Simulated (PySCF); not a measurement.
Computed shifts of a molecule C₃H₉Ga, PBE/pcSseg-1 in PySCF, GIAO, gas phase, atoms alike by connectivity averaged where their shifts nearly agree, in ppm (number of nuclei): ¹H: 7.01 (2), 1.99 (2), 1.35 (3), 1.27 (2). ¹³C: 32.9 (1), 27.6 (1), 23.4 (1). References: ¹H against TMS (σ = 31.49 ppm); ¹³C against TMS (σ = 182.0 ppm), references at their B3LYP-D3(BJ)/def2-TZVP geometries, non-relativistic. Coordinates come from a PBE0-D3(BJ)/def2-SVP optimisation. The values are those of a single conformer.

Q: Which molecule gave these data?
(A) [CH3][Ga]([CH3])[CH3]
(B) C[CH2][GaH][CH3]
(C) CC[CH2][GaH2]
(D) C[CH](C)[GaH2]

A: C, CC[CH2][GaH2]
